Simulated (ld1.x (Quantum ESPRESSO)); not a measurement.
**Before and after: PAW potential for indium**

In, PAW, made with ld1.x (Quantum ESPRESSO) 7.5 (LDA (PZ), non-relativistic). Core [Kr], reference 4d10 5s1.75 5p1.25. Waves: 5s (bound): rcut 1.80, rcutus 2.55 bohr; 5s channel at 3.3 Ry: rcut 1.80, rcutus 2.55 bohr; 5p (bound): rcut 2.50, rcutus 3.10 bohr; 5p channel at 3.85 Ry: rcut 2.50, rcutus 3.10 bohr; 4d (bound): rcut 1.35, rcutus 1.55 bohr; 4d channel at -1.1 Ry: rcut 1.35, rcutus 1.55 bohr. Local part: all-electron potential smoothed inside 1.50 bohr (lloc = -1). Core correction: a·sin(br)/r model core inside 0.95 bohr. Augmentation charge: BESSEL, radius 1.45 bohr.

Change: waves 5p (bound): rcut 2.50, rcutus 2.90 bohr; 5p channel at 3.85 Ry: rcut 2.50, rcutus 2.90 bohr.

Cutoffs: the cutoffs (Ry, on a coarse ladder) from which the occupation-weighted sum of valence levels, in a spherical-Bessel basis at the reference potential, stays within 10 and 1 mRy of its value at 400 Ry; they do not see the model core or the augmentation charge, which bear on the density cutoff. Errors are all-electron minus pseudo energies relative to the spin-unpolarised reference configuration.

Q: Predict the effect on cutoff, ghosts and configuration errors.

A: The potential gets neither clearly harder nor softer (60 Ry and 90 Ry → 60 Ry and 90 Ry); both files keep a bound ghost (s); of the 9 tests that both files solve, the error grows in 2 and shrinks in 6 by more than 15 % and 0.3 meV (median size 28.2 → 9.2 meV).

```tsv
quantity	base	changed
cutoff, loose	60 Ry	60 Ry
cutoff, tight	90 Ry	90 Ry
bound ghosts	s	s
error for 4d10 5s2 5p1, meV [ΔE -1.29 eV]	+1.3	+0.6
error for 4d10 5s2 5p0, meV [ΔE 4.36 eV]	+21	+6.9
error for 4d10 5s1 5p0, meV [ΔE 23.16 eV]	+28	+9.2
error for 4d9 5s2 5p1, meV [ΔE 25.16 eV]	-78	-92
error for 4d9 5s2 5p2, meV [ΔE 18.09 eV]	-30	-65
error for 4d9 5s0 5p0, meV [ΔE 107.94 eV]	-287	-284
error for 4d10 5s0 5p0, meV [ΔE 50.68 eV]	+38	+13
error for 4d10 5s1.75 5p1.25 (spin-polarised), meV [ΔE -0.26 eV]	+12	+7.6
error for 4d10 5s2 5p1 (spin-polarised), meV [ΔE -1.41 eV]	+6.1	+3.3
lowest overlap eigenvalue by channel	s 0.18, p 0.24, d 0.90	s 0.18, p 0.73, d 0.90
```

 A true bound ghost makes a file unfit for plane-wave use even where its test errors are small: the radial tests pick states by their node count and pass the ghost by.
